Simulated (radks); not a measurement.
Q: Numerical settings for the magnesium ion Mg+, [Ne] 3s1. Method: Dirac Kohn-Sham, PBEsol, spin-unpolarised, spherical densities, finite nucleus; Fermi nuclear charge, rms radius 3.057 fm; computed with a radial shooting solver on a logarithmic mesh with Libxc functionals. The defaults (mesh step 0.008 in ln r, mesh end at 40 bohr or more with all orbitals vanishing there, Anderson mixing 0.5 over 9 steps, residual threshold near 1e-9 with the energy settled to 1e-9 hartree or 1e-11 of itself, here a cap of 89 iterations) give E = -199.5493 hartree and 3s1/2 at -11.310 eV in 14 iterations. Run on one thread of a shared host, so times are rough (Arm Neoverse V1): 0.05 s of CPU time, 0.05 s wall, 14 iterations on 2189 mesh points. One setting is changed at a time: mesh step in ln r 0.03; mesh step in ln r 0.08; mesh step in ln r 0.2; mesh end (bohr) 1; mesh end (bohr) 12; residual threshold 1e-13; residual threshold 0.001; mixing 0.2; linear mixing, mixing 1; linear mixing, mixing 0.05; mixing history 2; iteration cap 5. Which runs fail to converge, and which converge to a wrong energy?

A: Not converged within the cap: mesh step in ln r 0.2; linear mixing, mixing 0.05; iteration cap 5. Settled on a wrong energy, with an occupied level pushed above zero by the early mesh end: mesh end (bohr) 1 (+35.1 hartree). Apart from these: no run marked as converged misses the energy by more than 1 mhartree.
